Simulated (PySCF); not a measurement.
Several structures and their simulated spectra, in scrambled order.

A. SMILES C[C@@H]1C[SiH2][C@H]2[SiH2]O[SiH2][C@H]21
B. `InChI=1S/C5H6F2OSi/c1-3(8)4-2-9-5(4,6)7/h2H,9H2,1H3`
C. `InChI=1S/C5H6F2OSi/c1-5-3-2-4-8-9(5,6)7/h2-4H,1H3`

Spectrum 1. 13C{1H} NMR (computed): δ 196.5 (C), 168.7 (C), 159.8 (CH), 133.1 (C), 32.7 (CH3).

Spectrum 2. 13C{1H} NMR (computed): δ 43.2 (CH), 41.3 (CH), 25.9 (CH3), 24.1 (CH2), 12.2 (CH).

Spectrum 3. 13C{1H} NMR (computed): δ 155.3 (CH), 151.9 (CH), 130.5 (C), 110.6 (CH), 23.6 (CH3).

[PySCF 2.14: geometry: GFN2-xTB; shieldings: GIAO PBE0/pcSseg-1; rapidly exchanging positions averaged; no relativistic terms; one computed conformer; no solvent model]

Shifts are taken against calculated references (same method and geometry level): 13C vs TMS. Splittings of carbon signals by F and P are missing where no couplings were computed. Shifts are as computed. Against solution values, carbons near 30 ppm lie about +3 ppm off and those near 130 ppm about +5 ppm. Of 1211 compounds with measured shifts, 218 miss one by over three times the rms of a fit or turn the order of signals round; such compounds aren't used in these exercises.

Question: Match each spectrum to its structure.

Answer: 1–B, 2–A, 3–C.

- Spectrum 1 (B): 5 13C signals; δC 196.5 is a ketone carbonyl carbon; δC 159.8 is a β carbon of a C=C–C=O unit.
- Spectrum 2 (A): 5 13C signals; δC 41.3 is an sp3 CH in a ring; δC 25.9 is a methyl carbon.
- Spectrum 3 (C): 5 13C signals; δC 155.3 is an alkene carbon bearing oxygen; δC 151.9 is an alkene CH.
